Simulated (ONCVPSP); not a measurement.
## Configuration tests for tellurium (Te) (ONCV)

ONCVPSP 4.0.1 input, shortened (lines: element, Z, core and valence counts, functional; n l f; lmax; l rc ep ncon nbas qcut; lloc lpopt rc5 dvloc0; l nproj debl; icmod fcfact rcfact), PBE, fully relativistic:

```
  Te 52.00    8    3        4      upf
    1    0    2.00
    2    0    2.00
    2    1    6.00
    3    0    2.00
    3    1    6.00
    3    2   10.00
    4    0    2.00
    4    1    6.00
    4    2   10.00
    5    0    1.75
    5    1    4.25
    2
    0    1.90    0.00    3    7    3.20
    1    1.65    0.00    5    9    5.10
    2    1.45    0.00    4    8    9.40
    4    1    1.35    0.00
    0    2    0.50
    1    1    3.10
    2    2    2.70
    0    0.00    0.00
```

Open shells are filled in proportion to 2j + 1.

In the s channel the program set the typed energies aside and used -0.562, 0.250 Ha.

Energies are relative to the spin-unpolarised reference configuration 4d10 5s1.75 5p4.25; without spin polarisation the order of configurations can differ from experiment.

```
valence configuration  charge  ΔE all-electron (eV)  error AE − PS (meV)
         4d10 5s2 5p3      +1                 7.463                 +4.1
         4d10 5s2 5p2      +2                25.412                  +28
```

What are ΔE and the potential's error for 4d10 5s2 5p4?

ΔE = -2.286 eV all-electron; the error (AE − PS) is -0.5 meV.

What are ΔE and the potential's error for 4d10 5s2 5p1?

ΔE = 52.340 eV all-electron; the error (AE − PS) is +62 meV.

Note: no bound ghost flagged; GHOST(+) flagged for s at 12.7 eV.
